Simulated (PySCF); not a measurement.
AlClH4OSi. Atoms are numbered in the order given.

```xyz
8

Al     0.8806    -0.7410     0.0000
Cl    -0.6227    -2.2120     0.0000
H      2.3890    -1.1499     0.0000
O      0.4225     0.8849     0.0000
Si    -0.3489     2.3500     0.0000
H      0.0415     3.1220    -1.2145
H     -1.8291     2.1634     0.0000
H      0.0415     3.1220     1.2145
```
Charge 0, spin multiplicity 1.

Coordinates come from a B3LYP-D3(BJ)/def2-SVP optimisation. Other conformers were not sampled.

These are B3LYP/pcSseg-1 run with PySCF values and carry that method's errors.

GIAO shieldings, no solvent; atoms alike by connectivity are averaged. δ = σ(ref) − σ: ³⁵Cl against HCl (σ = 933.3 ppm); ¹H against TMS (σ = 31.68 ppm); ¹⁷O against H2O (σ = 333.8 ppm); ²⁹Si against TMS (σ = 338.7 ppm), references at their B3LYP-D3(BJ)/def2-TZVP geometries, non-relativistic (without spin–orbit terms, shifts of atoms bonded to Cl or Br come out too high).

```
nucleus       atoms  count  δ (ppm)
-------  ----------  -----  -------
³⁵Cl            Cl2      1     34.3
¹H       H6, H7, H8      3     5.31
¹H               H3      1     4.58
¹⁷O              O4      1     60.7
²⁹Si            Si5      1    -45.1
```
